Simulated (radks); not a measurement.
Values are calculated unless marked as measured or tabulated.
Trend from La+ to Lu+: ionisation energy by Delta-SCF between NIST ground configurations, and size. Level of theory: Dirac Kohn-Sham, PBE, spin-unpolarised, spherical densities, finite nucleus; open shells fill j = l - 1/2 first; Fermi nuclear charge, rms radius of each element as measured or else 0.836 A^(1/3) + 0.57 fm (a radial shooting solver on a logarithmic mesh with Libxc functionals).

| species | configuration | configuration of the ion | IE (eV) | NIST (eV) | kind | outermost | <r> outermost (bohr) | r at 0.001 e/bohr^3 (bohr) |
|---|---|---|---|---|---|---|---|---|
| La+ | [Xe] 5d2 | [Xe] 5d1 | 10.899 | 11.185 | exp. | 5d3/2 | 2.87 | 4.40 |
| Ce+ | [Xe] 4f1 5d2 | [Xe] 4f2 | 9.680 | 10.96 | semi-emp. | 5d3/2 | 2.82 | 4.36 |
| Pr+ | [Xe] 4f3 6s1 | [Xe] 4f3 | 10.616 | 10.63 | semi-emp. | 6s1/2 | 4.08 | 4.63 |
| Nd+ | [Xe] 4f4 6s1 | [Xe] 4f4 | 10.776 | 10.78 | semi-emp. | 6s1/2 | 4.02 | 4.60 |
| Pm+ | [Xe] 4f5 6s1 | [Xe] 4f5 | 10.929 | 10.94 | semi-emp. | 6s1/2 | 3.97 | 4.57 |
| Sm+ | [Xe] 4f6 6s1 | [Xe] 4f6 | 11.077 | 11.08 | semi-emp. | 6s1/2 | 3.92 | 4.54 |
| Eu+ | [Xe] 4f7 6s1 | [Xe] 4f7 | 11.225 | 11.24 | semi-emp. | 6s1/2 | 3.86 | 4.51 |
| Gd+ | [Xe] 4f7 5d1 6s1 | [Xe] 4f7 5d1 | 12.065 | 12.08 | semi-emp. | 6s1/2 | 3.67 | 4.59 |
| Tb+ | [Xe] 4f9 6s1 | [Xe] 4f9 | 11.517 | 11.51 | semi-emp. | 6s1/2 | 3.77 | 4.45 |
| Dy+ | [Xe] 4f10 6s1 | [Xe] 4f10 | 11.662 | 11.65 | semi-emp. | 6s1/2 | 3.72 | 4.43 |
| Ho+ | [Xe] 4f11 6s1 | [Xe] 4f11 | 11.807 | 11.78 | semi-emp. | 6s1/2 | 3.67 | 4.40 |
| Er+ | [Xe] 4f12 6s1 | [Xe] 4f12 | 11.952 | 11.92 | semi-emp. | 6s1/2 | 3.63 | 4.38 |
| Tm+ | [Xe] 4f13 6s1 | [Xe] 4f13 | 12.098 | 12.07 | semi-emp. | 6s1/2 | 3.59 | 4.35 |
| Yb+ | [Xe] 4f14 6s1 | [Xe] 4f14 | 12.246 | 12.179 | exp. | 6s1/2 | 3.55 | 4.33 |
| Lu+ | [Xe] 4f14 6s2 | [Xe] 4f14 6s1 | 14.267 | 14.13 | semi-emp. | 6s1/2 | 3.27 | 4.63 |

Reference values: NIST Atomic Spectra Database (exp. = measured, semi-emp. = semi-empirical, theory = theoretical value adopted there). Spin polarisation and multiplet splitting are left out, so open shells lie too high by an amount that depends on their filling.

Beside tabulated values, note that spin-unpolarised runs miss the spin-polarisation part of the exchange energy of open shells.
